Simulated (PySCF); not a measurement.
Bond curve of ZnB

Set-up: basis Zn def2-SVP, B def2-SVP; no relativity; PySCF 2.14. Energies in eV from Zn + B in their ground configurations at the same level. All curves are PBE0. state 1: ²Π (doublet), unpaired electrons π ↑; state 2: ²Σ⁺ (doublet), unpaired electrons σ ↑, a second solution, started from another occupation; state 3: quartet, unpaired electrons σ ↑, π ↑↑, a second solution, started from another occupation; state 4: ⁴Π (quartet), unpaired electrons σ ↑↑, π ↑, a second solution, started from another occupation.

```
R (Å)  state 1  state 2  state 3  state 4
1.912  -0.3357   0.6801   0.3199   0.7225
2.001  -0.5065   0.3766   0.3529   0.6067
2.090  -0.5960   0.1734   0.4592   0.5859
2.156  -0.6258   0.0690   0.5710   0.6157
2.223  -0.6330  -0.0045   0.7010   0.6744
2.290  -0.6241  -0.0547   0.8427   0.7551
2.379  -0.5955  -0.0952   1.0411   0.8871
2.490  -0.5439  -0.1174   1.2924   1.0782
2.623  -0.4729  -0.1206   1.5818   1.3268
2.801  -0.3791  -0.1085   1.9264   1.6658
```

Put a parabola through the three lowest points of the state 1 curve and estimate Re, k and ωe (reduced mass 9.392 u; 1 eV/Å² = 0.16022 mdyn/Å; ωe = 1302.8·√(k/μ) cm⁻¹).

Through R = 2.156, 2.223, 2.29 Å the second-order coefficient is 1.79 eV/Å², so Re ≈ 2.219 Å, k ≈ 0.575 mdyn/Å and ωe ≈ 322 cm⁻¹. A polynomial fit of higher order to the unrounded PBE0 energies gives Re = 2.216 Å, k = 0.599 mdyn/Å, ωe = 329 cm⁻¹; anharmonicity and rounding make the difference.

The higher-order fit for each curve: state 1: Re = 2.216 Å, ωe = 329 cm⁻¹, De = 0.63 eV; state 2: Re = 2.578 Å, ωe = 156 cm⁻¹, minimum 0.121 eV below the ground-state fragments; state 4: Re = 2.068 Å, ωe = 516 cm⁻¹, minimum 0.58 eV above the ground-state fragments. State 3 gave no clean fit.

The state was picked by a PBE0 search and need not be the measured ground state.
